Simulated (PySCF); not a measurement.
## Substituent chemical shifts

Parent skeleton `[F:1][SiH2:2][SiH2:3][PH2:4]`; one hydrogen on atom 2 is replaced by X. Hydrogens on one atom are averaged.

[PySCF 2.14.0 with density-fitted response routines: σ from GIAO-PBE0/pcSseg-1; coordinates at the GFN2-xTB level; relativity neglected; no solvent; single conformer; one averaged value for each set of equivalent atoms]

Shifts are taken against calculated references (same method and geometry level): $^{19}$F (σref 170.95) against CFCl3; $^{29}$Si (σref 349.16) and $^{1}$H (σref 31.72) against TMS; $^{31}$P (σref 318.38) vs H3PO4.

**Question.** Give δ (ppm) for X = propynyl, nPr, CH3, cPent, CH2CF3, CF=CF2, ethynyl, CHF2, CH2SiH3.

**Answer.** 
```tsv
X	SMILES	F1	Si2	Si3	P4	H(Si2)	H(Si3)	H(P4)
propynyl	CC#C[Si@@H](F)[SiH2]P	-213.4	-8.0	-92.3	-316.9	5.65	4.23	1.02
nPr	CCC[Si@@H](F)[SiH2]P	-232.1	34.0	-90.2	-317.3	5.59	3.83	1.16
CH3	C[Si@@H](F)[SiH2]P	-224.5	31.7	-94.8	-316.7	5.79	4.21	0.92
cPent	F[Si@@H]([SiH2]P)C1CCCC1	-222.1	33.6	-97.4	-313.4	5.45	4.18	1.07
CH2CF3	F[Si@@H](CC(F)(F)F)[SiH2]P	-220.7	26.5	-88.7	-317.3	5.68	4.38	1.18
CF=CF2	FC(F)=C(F)[Si@H](F)[SiH2]P	-213.9	15.9	-93.1	-314.9	5.79	4.34	1.31
ethynyl	C#C[Si@H](F)[SiH2]P	-215.5	-5.5	-90.9	-318.1	5.67	4.28	1.06
CHF2	FC(F)[Si@H](F)[SiH2]P	-230.1	27.5	-93.2	-316.3	5.63	4.30	1.31
CH2SiH3	F[Si@@H](C[SiH3])[SiH2]P	-219.8	30.1	-94.0	-316.4	5.73	4.23	0.97
```

**Question.** Which position responds most, and to which substituents?

**Answer.** Si2: from -8.0 ppm with propynyl to 34.0 ppm with nPr.

Unscaled 19F shifts against computed CFCl3 carry errors that often reach 10 to 50 ppm. Experimental scales use liquid or dissolved standards, which lie at an offset from isolated H3PO4.
